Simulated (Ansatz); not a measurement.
`N[Si]([SiH3])(Cl)Cl` from Hartree–Fock to CCSD(T)

| atom | x (Å) | y (Å) | z (Å) |
| --- | --- | --- | --- |
| N1 | 1.743 | 0.380 | 0.264 |
| Si2 | 0.149 | 0.059 | 0.754 |
| Si3 | -1.245 | -0.404 | -1.056 |
| Cl4 | 0.267 | -1.539 | 2.037 |
| Cl5 | -0.729 | 1.602 | 1.817 |
| H6 | 1.928 | 1.105 | -0.411 |
| H7 | 2.504 | 0.274 | 0.918 |
| H8 | -0.796 | -1.644 | -1.739 |
| H9 | -1.182 | 0.734 | -2.012 |
| H10 | -2.640 | -0.566 | -0.573 |

The species carries charge 0 and has multiplicity 1. All single points use the PBE0-D4/def2-TZVP geometry. It is one conformer, not always the lowest. Frozen core, restricted reference, Ansatz. CBS rows extrapolate triple and quadruple zeta; past MP2 they add the triple-zeta difference.

```
     basis      HF (Eh)  MP2 corr.  CCSD corr.       (T)  CCSD(T) total
  def2-SVP            ?   -0.62728           ?  -0.01680              ?
def2-TZVPP  -1554.44298   -0.83459           ?  -0.03696              ?
def2-QZVPP  -1554.48931   -0.90939           –         –              –
 CBS(def2)  -1554.49569          ?    -1.03032     as TZ              ?
```

(1) Fill in the withheld values. (An estimate is asked.)

Results:

(1) Computed: def2-SVP HF (Eh): -1553.84543; def2-SVP CCSD corr.: -0.68950; def2-SVP CCSD(T) total: -1554.55173; def2-TZVPP CCSD corr.: -0.90012; def2-TZVPP CCSD(T) total: -1555.38006; CBS(def2) MP2 corr.: -0.96479; CBS(def2) CCSD(T) total: -1555.56297.
